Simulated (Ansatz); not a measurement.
```xyz
10

C     0.0000    0.6250   -1.2300
C     0.0000   -0.6250   -1.2300
C     0.0000    1.4600   -0.1300
C     0.0000   -1.4600   -0.1300
C     0.0000    0.7000    1.0500
C     0.0000   -0.7000    1.0500
H     0.0000    2.5492   -0.1720
H     0.0000   -2.5492   -0.1720
H     0.0000    1.2219    2.0069
H     0.0000   -1.2219    2.0069
```

Basis set: cc-pVDZ (spherical functions). Frozen core: 6 orbitals. Charge 0, multiplicity 1.

Computed with Ansatz (development build ahead of 0.2.0); each method stands on the lowest determinant of its kind that the runs found. Restricted open shells among the atoms or ions are ROHF, correlated in semicanonical orbitals with singles.

Question: Give the atomization energy at this shape (free ground-state atoms in the same class of orbitals less the molecule, no zero-point energy) of singlet C6H4 by RHF-MP2, RHF.

Answer:

```tsv
method	atomization energy
RHF-MP2	1110.03 kcal/mol
RHF	823.86 kcal/mol
```
